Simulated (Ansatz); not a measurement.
`[NH]=[Ta]([NH2])([NH2])[NH2]` and `C[N]=[Ta]([NH2])([NH2])[NH2]` differ in one atom or group.

Ansatz, PBE0-D4/def2-TZVP geometries, multiplicity 1. Each molecule was computed in one conformer, which needn't be the lowest.

Elements past krypton have def2 core potentials.

```tsv
property	`[NH]=[Ta]([NH2])([NH2])[NH2]`
size of the dipole moment (ωB97M-V/def2-TZVPP) / D	1.72
HOMO–LUMO gap (B3LYP/def2-TZVPP) / eV	6.43
LUMO energy (PBE0/def2-TZVPP) / eV	0.21
HOMO energy (B3LYP/def2-TZVPP) / eV	-6.53
LUMO energy (ωB97M-V/def2-TZVPP) / eV	1.41
LUMO energy (PBE/def2-TZVPP) / eV	-0.50
```

Question: Give the same properties after the change, and the shifts. (Best estimate.)

Answer: The calculation gave: 
```csv
property,`C[N]=[Ta]([NH2])([NH2])[NH2]`,shift
size of the dipole moment (ωB97M-V/def2-TZVPP) / D,1.48,-0.24
HOMO–LUMO gap (B3LYP/def2-TZVPP) / eV,6.28,-0.15
LUMO energy (PBE0/def2-TZVPP) / eV,0.26,0.05
HOMO energy (B3LYP/def2-TZVPP) / eV,-6.33,0.20
LUMO energy (ωB97M-V/def2-TZVPP) / eV,1.44,0.03
LUMO energy (PBE/def2-TZVPP) / eV,-0.44,0.06
```

With PBE0 the HOMO rises by 0.22 eV and the LUMO rises by 0.05 eV, so the gap narrows by about 0.17 eV. PBE moves the HOMO by 0.10 eV and ωB97M-V by 0.24 eV. Dipoles are sizes alone; their direction can turn.

B3LYP here is the variant with VWN-RPA as its local correlation; programs differ in this.
